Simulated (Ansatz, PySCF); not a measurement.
CH12OSi4, SMILES O[Si@H](C[SiH3])[SiH2][SiH3]. Atoms are numbered in the order given.

```xyz
18

O     -1.1309    -1.3081    -1.9711
Si    -0.0671    -1.2173    -0.6812
C     -0.9827    -1.0744     0.9565
Si    -2.2681     0.3017     1.0064
Si     1.2343     0.7040    -1.0202
Si     2.1340     1.3350     1.0529
H     -1.6830    -2.0943    -2.0233
H      0.8161    -2.4307    -0.6348
H     -0.2369    -0.8939     1.7519
H     -1.4720    -2.0338     1.2005
H     -2.7709     0.5116     2.3992
H     -1.6660     1.5829     0.5233
H     -3.4297    -0.0371     0.1305
H      2.3473     0.4327    -1.9843
H      0.3979     1.8231    -1.5556
H      3.0553     2.5068     0.9394
H      1.0248     1.6876     1.9947
H      2.8911     0.1867     1.6447
```

Geometry: PBE0-D3(BJ)/def2-SVP. The structure was generated by enumeration; whether it is a known compound was not checked. One conformer was computed; it need not be the lowest.

Two levels are set side by side: PBE-D3(BJ)/def2-SVP (Ansatz, an electronic-structure program) and PBE0-D3(BJ)/def2-SVP (Ansatz). Each level has its own optimised geometry; the coordinates shown are those of the second. Frequencies come from the Hessian of PySCF at each geometry. Differences are taken from unrounded values.

```tsv
quantity	PBE0-D3(BJ)
mean bond length (Å)	1.575
bond O1–Si2 (Å)	1.674
bond Si2–C3 (Å)	1.882
bond Si2–Si5 (Å)	2.345
bond C3–Si4 (Å)	1.884
bond Si5–Si6 (Å)	2.346
bond O1–H7 (Å)	0.962
bond Si2–H8 (Å)	1.501
bond C3–H9 (Å)	1.105
bond C3–H10 (Å)	1.104
bond Si4–H11 (Å)	1.496
bond Si4–H12 (Å)	1.496
bond Si4–H13 (Å)	1.494
bond Si5–H14 (Å)	1.497
bond Si5–H15 (Å)	1.496
bond Si6–H16 (Å)	1.495
bond Si6–H17 (Å)	1.497
highest harmonic wavenumber (cm⁻¹)	3918
mean harmonic wavenumber (cm⁻¹)	1072
zero-point energy (kcal/mol)	73.53
```

Task: What does PBE-D3(BJ) give, and how far is it from PBE0-D3(BJ)? (Estimate from the structure and the level; the computed values follow.)

Result: 
```json
[
 {"quantity": "mean bond length (Å)", "PBE-D3(BJ)": "1.585", "PBE-D3(BJ) minus PBE0-D3(BJ)": "0.011"},
 {"quantity": "bond O1–Si2 (Å)", "PBE-D3(BJ)": "1.692", "PBE-D3(BJ) minus PBE0-D3(BJ)": "0.017"},
 {"quantity": "bond Si2–C3 (Å)", "PBE-D3(BJ)": "1.895", "PBE-D3(BJ) minus PBE0-D3(BJ)": "0.013"},
 {"quantity": "bond Si2–Si5 (Å)", "PBE-D3(BJ)": "2.354", "PBE-D3(BJ) minus PBE0-D3(BJ)": "0.009"},
 {"quantity": "bond C3–Si4 (Å)", "PBE-D3(BJ)": "1.895", "PBE-D3(BJ) minus PBE0-D3(BJ)": "0.011"},
 {"quantity": "bond Si5–Si6 (Å)", "PBE-D3(BJ)": "2.354", "PBE-D3(BJ) minus PBE0-D3(BJ)": "0.007"},
 {"quantity": "bond O1–H7 (Å)", "PBE-D3(BJ)": "0.974", "PBE-D3(BJ) minus PBE0-D3(BJ)": "0.012"},
 {"quantity": "bond Si2–H8 (Å)", "PBE-D3(BJ)": "1.513", "PBE-D3(BJ) minus PBE0-D3(BJ)": "0.012"},
 {"quantity": "bond C3–H9 (Å)", "PBE-D3(BJ)": "1.113", "PBE-D3(BJ) minus PBE0-D3(BJ)": "0.008"},
 {"quantity": "bond C3–H10 (Å)", "PBE-D3(BJ)": "1.112", "PBE-D3(BJ) minus PBE0-D3(BJ)": "0.008"},
 {"quantity": "bond Si4–H11 (Å)", "PBE-D3(BJ)": "1.506", "PBE-D3(BJ) minus PBE0-D3(BJ)": "0.010"},
 {"quantity": "bond Si4–H12 (Å)", "PBE-D3(BJ)": "1.505", "PBE-D3(BJ) minus PBE0-D3(BJ)": "0.010"},
 {"quantity": "bond Si4–H13 (Å)", "PBE-D3(BJ)": "1.504", "PBE-D3(BJ) minus PBE0-D3(BJ)": "0.010"},
 {"quantity": "bond Si5–H14 (Å)", "PBE-D3(BJ)": "1.507", "PBE-D3(BJ) minus PBE0-D3(BJ)": "0.010"},
 {"quantity": "bond Si5–H15 (Å)", "PBE-D3(BJ)": "1.507", "PBE-D3(BJ) minus PBE0-D3(BJ)": "0.010"},
 {"quantity": "bond Si6–H16 (Å)", "PBE-D3(BJ)": "1.505", "PBE-D3(BJ) minus PBE0-D3(BJ)": "0.010"},
 {"quantity": "bond Si6–H17 (Å)", "PBE-D3(BJ)": "1.507", "PBE-D3(BJ) minus PBE0-D3(BJ)": "0.010"},
 {"quantity": "highest harmonic wavenumber (cm⁻¹)", "PBE-D3(BJ)": "3745", "PBE-D3(BJ) minus PBE0-D3(BJ)": "-173"},
 {"quantity": "mean harmonic wavenumber (cm⁻¹)", "PBE-D3(BJ)": "1036", "PBE-D3(BJ) minus PBE0-D3(BJ)": "-36"},
 {"quantity": "zero-point energy (kcal/mol)", "PBE-D3(BJ)": "71.09", "PBE-D3(BJ) minus PBE0-D3(BJ)": "-2.44"}
]
```

Exact exchange shortens and stiffens bonds; PBE has none. Differences between two approximate levels are no errors against the true value.
